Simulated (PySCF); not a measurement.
1,2,4-triazole cation (C₂H₃N₃), SMILES c1nc[nH]n1 (connectivity only; charge and spin as stated), charge +1, multiplicity 2.

The structure is a stationary point at PBE0-D3(BJ)/def2-SVP. The spin state was assumed, not searched.

Computed with TDA-PBE/def2-SVPD (PySCF).

Vertical excitations. Isolated molecule, no solvent.

**Question.** Estimate the UV-visible absorptions. (The exact figures need the calculation; the answer reports its results.)

**Answer.** 
```json
[
 {"state": "root 1", "energy (eV)": "0.98", "λ (nm)": "1267", "f": "0.000", "main pairs": "β HOMO→LUMO 100 %"},
 {"state": "root 2", "energy (eV)": "1.68", "λ (nm)": "737", "f": "0.001", "main pairs": "β HOMO−1→LUMO 99 %"},
 {"state": "root 3", "energy (eV)": "2.78", "λ (nm)": "445", "f": "0.059", "main pairs": "β HOMO−2→LUMO 88 %"},
 {"state": "root 4", "energy (eV)": "5.08", "λ (nm)": "244", "f": "0.002", "main pairs": "β HOMO−3→LUMO 99 %"},
 {"state": "root 5", "energy (eV)": "5.27", "λ (nm)": "235", "f": "0.000", "main pairs": "α HOMO→LUMO 48 %, β HOMO→LUMO+1 50 %"},
 {"state": "root 6", "energy (eV)": "5.79", "λ (nm)": "214", "f": "0.000", "main pairs": "β HOMO−5→LUMO 97 %"},
 {"state": "root 7", "energy (eV)": "5.82", "λ (nm)": "213", "f": "0.001", "main pairs": "β HOMO−4→LUMO 98 %"},
 {"state": "root 8", "energy (eV)": "6.24", "λ (nm)": "199", "f": "0.000", "main pairs": "α HOMO→LUMO+1 50 %, β HOMO→LUMO+2 44 %"},
 {"state": "root 9", "energy (eV)": "6.39", "λ (nm)": "194", "f": "0.000", "main pairs": "α HOMO−2→LUMO 43 %, β HOMO−1→LUMO+1 51 %"},
 {"state": "root 10", "energy (eV)": "6.48", "λ (nm)": "191", "f": "0.001", "main pairs": "α HOMO−1→LUMO 70 %, β HOMO−2→LUMO+1 25 %"}
]
```
Unrestricted roots are not spin-pure.
